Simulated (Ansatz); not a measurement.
Relaxation of BH₆NOSi (10 atoms, charge 0, multiplicity 1), to a largest force component of 0.015 eV/Å in at most 40 steps.

Method: RKS PBE0-D4/def2-SVPD in Ansatz.

```xyz
10
Properties=species:S:1:pos:R:3
N -0.069 1.620 -0.439
B 0.378 0.225 -0.370
O 1.535 -0.169 -1.136
Si -0.466 -1.079 0.724
H -0.390 1.828 -1.462
H -0.988 1.762 0.120
H 2.351 -0.001 -0.502
H -0.963 -2.179 -0.132
H -1.692 -0.450 1.431
H 0.388 -1.607 1.769
```

Problem. Where does it end, and by what steps?

Solution. The run converged. The force dipped under the threshold on the way, but the program's further checks kept it going. After 18 steps the energy has fallen by 1.577 eV; H7 moved furthest, 0.83 Å.

| step | energy less start (eV) | largest force component (eV/Å) | accepted |
| --- | --- | --- | --- |
| 0 | 0.0000 | 3.273 | yes |
| 1 | -0.7006 | 1.897 | yes |
| 2 | -1.0157 | 2.456 | yes |
| 3 | -1.2538 | 1.483 | yes |
| 4 | -1.4969 | 0.731 | yes |
| 5 | -1.5574 | 0.389 | yes |
| 6 | -1.5741 | 0.139 | yes |
| 7 | -1.5752 | 0.043 | yes |
| 8 | -1.5755 | 0.012 | yes |
| 9 | -1.5757 | 0.070 | yes |
| 10 | -1.5747 | 0.215 | no |
| 11 | -1.5759 | 0.034 | yes |
| 12 | -1.5761 | 0.043 | yes |
| 13 | -1.5762 | 0.035 | yes |
| 14 | -1.5764 | 0.040 | yes |
| 15 | -1.5766 | 0.035 | yes |
| 16 | -1.5767 | 0.021 | yes |
| 17 | -1.5767 | 0.014 | yes |
| 18 | -1.5768 | 0.007 | yes |

```xyz
10
Properties=species:S:1:pos:R:3
N -0.299 1.561 -0.583
B 0.368 0.343 -0.383
O 1.575 0.182 -1.022
Si -0.456 -1.093 0.808
H 0.085 2.291 -1.169
H -1.187 1.785 -0.164
H 2.008 -0.658 -0.868
H -0.695 -2.364 0.049
H -1.766 -0.654 1.385
H 0.450 -1.443 1.950
```

Time of the run: 63 s on 2 threads of Intel(R) Xeon(R) Platinum 8375C CPU @ 2.90GHz (Ice Lake), with other jobs on the host, peak memory 0.32 GiB.
